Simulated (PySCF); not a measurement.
Some computed properties have been withheld. Give your best values.

Compound: C₄H₅F₃O₂.
SMILES with atom numbers: `[CH3:1][CH2:2][O:3][C:4](=[O:5])[C:6]([F:7])([F:8])[F:9]` (hydrogens: H10, H11, H12 on C1; H13, H14 on C2)

Conformer (atom-mapped SMILES and torsion angles): `[CH3:1][CH2:2][O:3][C:4](=[O:5])[C:6]([F:7])([F:8])[F:9]`: C1–C2–O3–C4 81°, C2–O3–C4–O5 1°, O3–C4–C6–F7 166°.

```tsv
property	level	value
point group of the GFN2-xTB geometry	GFN2-xTB	C1
rotational constants A, B, C of the GFN2-xTB geometry	GFN2-xTB	3.165, 0.995, 0.935 GHz
dipole moment	CAM-B3LYP/def2-SVPD	3.55 D
HOMO energy	CAM-B3LYP/def2-SVPD	?
LUMO energy	CAM-B3LYP/def2-SVPD	0.19 eV
lowest singlet excitation	TDDFT CAM-B3LYP/def2-SVPD	?
strongest line among the 8 lowest singlet transitions	TDDFT CAM-B3LYP/def2-SVPD	?
lowest triplet excitation (Tamm–Dancoff)	TDA CAM-B3LYP/def2-SVPD	?
static isotropic polarisability	CAM-B3LYP/def2-SVPD	?
electronic spatial extent ⟨r²⟩ about the centre of nuclear charge	CAM-B3LYP/def2-SVPD	1266 bohr²
```

The electronic properties come from PySCF, for the isolated species, density fitting.

What is the HOMO energy?

-10.60 eV.

Give the static isotropic polarisability.

58.4 au.

Give the lowest singlet excitation.

5.78 eV (215 nm, f = 0.001).

Give the strongest line among the 8 lowest singlet transitions.

S2 at 7.95 eV (156 nm, f = 0.127).

What is the lowest triplet excitation (Tamm–Dancoff)?

5.23 eV.

The vertical singlet–triplet gap S1 − T1 is 0.55 eV (TDDFT singlet less Tamm–Dancoff triplet; S1: HOMO→LUMO, weight 0.96; T1: HOMO→LUMO, weight 0.95). The polarisability is 8.65 Å³ as a volume (1 au = 0.148185 Å³), or 0.81 au for each of the 72 electrons. The dipole equals about 11.8 × 10⁻³⁰ C·m (1 D = 3.33564 × 10⁻³⁰ C·m). The principal polarisabilities are 50.7, 56.9 and 67.5 au; their mean is the isotropic value.

For the TDDFT job (CAM-B3LYP/def2-SVPD), hardware: an x86-64 server with one thread, no GPU (shared host). Cost: 63 s wall.

One conformer stands for the species.
